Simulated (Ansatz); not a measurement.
`[NH2][InH][Br]` + `O[SiH3]` → `[SiH3][O][InH][Br]` + NH₃ at 298.15 K and 1 bar (ligand exchange at the In–N bond).

Gas-phase electronic energies from Ansatz, PBE0-D4/def2-TZVP geometries. CBS: MP2 limit from def2 TZ/QZ plus the TZ coupled-cluster correction, frozen cores. This one scheme is used for every species. Elements past krypton have def2 core potentials. For Br, In outer-core shells are correlated without core-valence functions, which leaves a few kJ/mol of doubt a bond. Scalar relativity is left out up to krypton. One conformer a species, not always the lowest.

| species | CCSD(T)/CBS energy (Eh) | H − E (kJ/mol) | S (J/(mol·K)) |
| --- | --- | --- | --- |
| `[NH2][InH][Br]` | -2819.69701 | 100.8 | 332.9 |
| `O[SiH3]` | -366.69042 | 113.6 | 257.8 |
| `[SiH3][O][InH][Br]` | -3129.89321 | 116.7 | 392.9 |
| NH₃ | -56.50880 | 100.5 | 192.4 |

H − E and S are ideal-gas, rigid-rotor, harmonic terms from PBE0-D4/def2-TZVP, for one conformer and one mirror image of each species. 1 Eh = 2625.50 kJ/mol, R = 8.31446 J/(mol·K).

By hand: ΔE, ΔH, ΔS and ΔG.

ΔE = (-3129.89321) + (-56.50880) − (-2819.69701) − (-366.69042) = -0.01458 Eh = -38.3 kJ/mol. Δ(H − E) = 116.7 + 100.5 − 100.8 − 113.6 = 2.8, so ΔH = -35.5 kJ/mol. ΔS = 392.9 + 192.4 − 332.9 − 257.8 = -5.4 J/(mol·K). ΔG = -35.5 − 298.15 × (-5.4)/1000 = -33.9 kJ/mol.

By hand: the equilibrium constant, and the temperature at which ΔG would vanish if ΔH and ΔS stayed fixed.

log₁₀ K = −ΔG/(RT ln 10) = 5.9. ΔG = 0 at ΔH/ΔS = 6574 K, far beyond where these terms or the molecules hold.

The number of gas molecules stays the same, so ΔS is small and ΔH decides. A doubt of 5 kJ/mol in ΔE shifts log₁₀ K by 0.9 here. Other conformers and mirror images would add mixing entropy, several J/(mol·K) or more a flexible species. Modes under 60 cm⁻¹, often nearly free rotors, make the harmonic entropy too high. These are equilibria of isolated gas molecules and say nothing of rates. Largest T1 diagnostic: 0.013 (customary marks: 0.02 for closed shells, 0.045 for open ones).
